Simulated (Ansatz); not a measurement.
Pulling on the Zn1–F2 bond in F2Zn (SMILES [F][Zn][F]) (multiplicity 1 held, fragments rigid). Energies count from the point at 1.741 Å.
Geometry at that point (charge 0, multiplicity 1):
```xyz
3

Zn     0.00000     0.00000     0.00000
F      0.00000     0.00000     1.74055
F      0.00000     0.00000    -1.74055
```

R- and RO- levels are restricted; in cc, def2 and unpolarised 6-31G sets they are followed outwards from rest. U- levels take the lowest unrestricted solution at each point, which mixes spins at long bonds. Levels need not reach the same state.

Cores are frozen in the correlated methods.

Codes used: Ansatz (Gaussian orbitals). Values without a source in brackets are computed.

Energies in eV.

| R (Å) | R-HF/def2-SVP | U-HF/def2-SVP | R-MP2/def2-SVP | U-MP2/def2-SVP | U-SCS-MP2/def2-SVP | R-CCSD(T)/def2-SVP |
|---|---|---|---|---|---|---|
| 1.392 | 3.31 | 3.31 | 3.16 | 3.16 | 3.20 | 3.22 |
| 1.566 | 0.58 | 0.58 | 0.54 | 0.54 | 0.56 | 0.57 |
| 1.741 | 0.00 | 0.00 | 0.00 | 0.00 | 0.00 | 0.00 |
| 1.915 | 0.31 | 0.31 | 0.31 | 0.31 | 0.30 | 0.29 |
| 2.089 | 0.96 | 0.96 | 0.95 | 0.95 | 0.92 | 0.91 |
| 2.350 | 2.10 | 2.10 | 2.05 | 2.05 | 2.01 | 1.97 |
| 2.611 | 3.21 | 2.88 | 3.09 | 3.89 | 3.84 | 2.93 |
| 3.046 | 4.78 | 3.22 | 4.51 | 4.82 | 4.71 | 3.99 |
| 3.481 | 5.97 | 3.31 | 5.52 | 5.05 | 4.91 | 3.85 |
| 4.003 | 6.97 | 3.34 | 6.23 | 5.11 | 4.97 | 1.17 |
| 4.699 | 7.79 | 3.34 | 6.45 | 5.12 | 4.98 | -2.55 |
| 5.570 | 8.39 | 3.35 | 6.02 | 5.12 | 4.98 | -2.86 |

Doubts at one or more of the structures used: a restricted determinant that unrestricted orbitals would lower (R-HF/def2-SVP, R-MP2/def2-SVP, R-CCSD(T)/def2-SVP); a spin-contaminated determinant (U-HF/def2-SVP, U-MP2/def2-SVP, U-SCS-MP2/def2-SVP); T1 above 0.05 (R-CCSD(T)/def2-SVP); other coupled-cluster roots lie near (R-CCSD(T)/def2-SVP).

Ansatz is a quantum-chemistry and plane-wave program.
